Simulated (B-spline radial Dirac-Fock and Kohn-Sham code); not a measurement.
## The L2-M45M45 Auger spectrum of Br³⁺

System: the Br³⁺ ion, configuration [Ar] 3d10 4s2 4p2.

Level of theory: Dirac-Fock ΔSCF + Breit + QED; a radial atomic solver. The two-hole levels come from diagonalising the Coulomb interaction among the jj configurations; intensities are independent-particle Coulomb rates. Kinetic energies are from the vacuum level. Electron correlation is not included. Open outer shells are spectators and are not coupled to the holes.

```tsv
kinetic energy (eV)	J	leading jj holes (weight)	leading LS term (weight)
1369.1	0	M4M4 (0.51)	¹S0 (0.99)
1377.7	4	M4M5 (0.85)	¹G4 (1.00)
1378.7	0	M5M5 (0.51)	³P0 (0.99)
1378.8	2	M4M5 (0.64)	³P2 (0.63)
1378.8	1	M4M5 (1.00)	³P1 (1.00)
1380.1	2	M5M5 (0.78)	¹D2 (0.59)
1382.7	2	M4M4 (0.47)	³F2 (0.95)
1383.2	3	M4M5 (1.00)	³F3 (1.00)
1384.1	4	M5M5 (0.85)	³F4 (1.00)
```

The intensity is shared as follows: 1377.7 eV 64.3 %, 1380.1 eV 8.5 %, 1383.2 eV 8.5 %, 1378.8 eV 6.5 %, 1384.1 eV 4.9 %, 1382.7 eV 4.0 %, 1369.1 eV 1.9 %, 1378.8 eV 1.0 %, 1378.7 eV 0.3 %.

The strongest line, by its leading LS label ¹G4, lies at 1377.7 eV. The mean weight of the leading component is 0.74 in jj and 0.90 in LS coupling, so LS labels describe these levels better.

Values without a named source are computed, but for edge energies of neutral atoms, which are taken from tables.
